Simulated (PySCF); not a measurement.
C₂H₅FSi₂, SMILES [SiH3][Si@@H](C#C)F. Geometry optimised at PBE-D3(BJ)/def2-SVP. The structure was generated by enumeration; whether it is a known compound was not checked.

All values below come from PBE-D3(BJ)/def2-SVP in PySCF 2.14.0.

Harmonic wavenumbers (cm⁻¹): 85, 97, 149, 155, 278, 339, 404, 487, 516, 631, 686, 720, 743, 789, 832, 869, 896, 902, 2081, 2154, 2170, 2172, 2179, 3388. Rotational constants (GHz): 3.691, 2.054, 1.451; symmetry number 1.

**Question.** Work out the zero-point energy and the ideal-gas rigid-rotor harmonic-oscillator thermochemistry at 298.15 K and 1 atm.

**Answer.** ZPE = ½ Σ hcν = ½ × 23723 cm⁻¹ = 141.90 kJ/mol. H − E(el) = 165.31 kJ/mol. Entropy in J/(mol K): translation 166.70, rotation 116.19, vibration 82.43, total 365.32. G − E(el) = 56.39 kJ/mol. Cp = 121.91 J/(mol K). Modes under 150 cm⁻¹ make the vibrational entropy uncertain.
